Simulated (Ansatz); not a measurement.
`C[NH][InH][F]` + H₂Se → `[F][InH][SeH]` + CH₃NH₂ at 600 K and 1 bar (ligand exchange at the In–N bond).

Gas-phase electronic energies from Ansatz, PBE0-D4/def2-TZVP geometries. CCSD(T)/CBS adds triple-zeta CCSD(T) − MP2 to the extrapolated MP2 energy (def2 sets, frozen cores). Elements past krypton have def2 core potentials. For In, Se outer-core shells are correlated without core-valence functions, which leaves a few kJ/mol of doubt a bond. Scalar relativity is left out up to krypton. Each species was taken in one conformer, which may not be the lowest.

| species | CCSD(T)/CBS energy (Eh) | H − E (kJ/mol) | S (J/(mol·K)) |
| --- | --- | --- | --- |
| `C[NH][InH][F]` | -385.38945 | 216.5 | 427.7 |
| H₂Se | -2401.89790 | 57.0 | 244.8 |
| `[F][InH][SeH]` | -2691.57127 | 83.9 | 389.5 |
| CH₃NH₂ | -95.75281 | 199.3 | 283.8 |

H − E and S are ideal-gas, rigid-rotor, harmonic terms from PBE0-D4/def2-TZVP, for one conformer and one mirror image of each species. 1 Eh = 2625.50 kJ/mol, R = 8.31446 J/(mol·K).

Task: By hand: ΔE, ΔH, ΔS and ΔG.

Result: ΔE = (-2691.57127) + (-95.75281) − (-385.38945) − (-2401.89790) = -0.03673 Eh = -96.4 kJ/mol. Δ(H − E) = 83.9 + 199.3 − 216.5 − 57.0 = 9.7, so ΔH = -86.7 kJ/mol. ΔS = 389.5 + 283.8 − 427.7 − 244.8 = 0.8 J/(mol·K). ΔG = -86.7 − 600 × (0.8)/1000 = -87.2 kJ/mol.

Task: By hand: the equilibrium constant, and the temperature at which ΔG would vanish if ΔH and ΔS stayed fixed.

Result: log₁₀ K = −ΔG/(RT ln 10) = 7.6. ΔH and −TΔS have one sign here, so there is no such temperature. One of them is within its doubt of zero, so this could turn.

The number of gas molecules stays the same, so ΔS is small and ΔH decides. A doubt of 5 kJ/mol in ΔE shifts log₁₀ K by 0.4 here. Other conformers and mirror images would add mixing entropy, several J/(mol·K) or more a flexible species. These are equilibria of isolated gas molecules and say nothing of rates. Largest T1 diagnostic: 0.016 (customary marks: 0.02 for closed shells, 0.045 for open ones).
